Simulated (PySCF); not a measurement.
**Energy of Mo⁻ (molybdenum, charge -1) between two integer charges**

The 5s beta orbital of [Kr] 4d5 5s2 is emptied in steps (occupation f), with all orbitals relaxed, ending at [Kr] 4d5 5s1. Computed with PySCF 2.14 in aug-cc-pVTZ-PP with ECP28MDF (6s6p5d3f2g, 88 functions), with scalar relativity through the core potential. The exact energy is a straight line in f; departures are measured from the line between the end points of the same method.

```json
{"f": "1", "PBE0 (eV)": "0.000", "r2SCAN (eV)": "0.000", "LC-wPBE (eV)": "0.000"}
{"f": "0.75", "PBE0 (eV)": "-0.216", "r2SCAN (eV)": "-0.247", "LC-wPBE (eV)": "0.031"}
{"f": "0.5", "PBE0 (eV)": "-0.292", "r2SCAN (eV)": "-0.316", "LC-wPBE (eV)": "0.041"}
{"f": "0.25", "PBE0 (eV)": "-0.216", "r2SCAN (eV)": "-0.213", "LC-wPBE (eV)": "0.032"}
{"f": "0", "PBE0 (eV)": "0.000", "r2SCAN (eV)": "0.000", "LC-wPBE (eV)": "0.000"}
```

| method | E(f=0) − E(f=1) (eV) | −ε at f=1 (eV) | −ε at f=0.5 (eV) |
| --- | --- | --- | --- |
| PBE0 | 0.353 | -0.776 | 0.348 |
| r2SCAN | 0.337 | -0.992 | 0.414 |
| LC-wPBE | 0.194 | 0.360 | 0.196 |

Orbital energy along the path (eV):

```
   f    PBE0  r2SCAN  LC-wPBE
   1   0.776   0.992   -0.360
0.75   0.239   0.298   -0.275
 0.5  -0.348  -0.414   -0.196
0.25  -0.963  -1.062   -0.116
   0  -0.972  -0.790    0.068
```

As f goes to zero the orbital energy of a semilocal functional can turn back, because the density of that orbital vanishes from the exchange-correlation potential.

At f = 1 the orbital energy is positive for PBE0, r2SCAN: only the finite basis holds the electron.

Reference removal energy between the ground levels: 0.747 eV (measured; photodetachment measurements, as compiled on the Wikipedia data page of electron affinities).
